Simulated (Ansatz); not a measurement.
`[F][In]([SH])[Br]` + `O[SiH3]` → `[F][In]([SH])[O][SiH3]` + HBr at 400 K and 1 bar (ligand exchange at the In–Br bond).

Calculated with Ansatz (gas phase, PBE0-D4/def2-TZVP geometries, no zero-point term in ΔE). CBS: MP2 limit from def2 TZ/QZ plus the TZ coupled-cluster correction, frozen cores. Elements past krypton have def2 core potentials. For Br, In outer-core shells are correlated without core-valence functions, which leaves a few kJ/mol of doubt a bond. Scalar relativity is left out up to krypton. One conformer a species, not always the lowest.

```csv
species,CCSD(T)/CBS energy (Eh),H − E (kJ/mol),S (J/(mol·K))
`[F][In]([SH])[Br]`,-3261.42177,60.0,393.3
`O[SiH3]`,-366.69042,120.0,276.4
`[F][In]([SH])[O][SiH3]`,-1054.15995,145.0,459.9
HBr,-2573.91920,27.6,207.2
```

H − E and S are ideal-gas, rigid-rotor, harmonic terms from PBE0-D4/def2-TZVP, for one conformer and one mirror image of each species. 1 Eh = 2625.50 kJ/mol, R = 8.31446 J/(mol·K).

Task: By hand: ΔE, ΔH, ΔS and ΔG.

Result: ΔE = (-1054.15995) + (-2573.91920) − (-3261.42177) − (-366.69042) = 0.03304 Eh = 86.7 kJ/mol. Δ(H − E) = 145.0 + 27.6 − 60.0 − 120.0 = -7.4, so ΔH = 79.3 kJ/mol. ΔS = 459.9 + 207.2 − 393.3 − 276.4 = -2.6 J/(mol·K). ΔG = 79.3 − 400 × (-2.6)/1000 = 80.3 kJ/mol.

Task: By hand: the equilibrium constant, and the temperature at which ΔG would vanish if ΔH and ΔS stayed fixed.

Result: log₁₀ K = −ΔG/(RT ln 10) = -10.5. ΔH and −TΔS have one sign here, so there is no such temperature.

The number of gas molecules stays the same, so ΔS is small and ΔH decides. A doubt of 5 kJ/mol in ΔE shifts log₁₀ K by 0.7 here. Other conformers and mirror images would add mixing entropy, several J/(mol·K) or more a flexible species. Modes under 60 cm⁻¹, often nearly free rotors, make the harmonic entropy too high. These are equilibria of isolated gas molecules and say nothing of rates. Largest T1 diagnostic: 0.015 (customary marks: 0.02 for closed shells, 0.045 for open ones).

ΔS is within the doubt of such terms, so its sign, and with it that verdict, could turn.
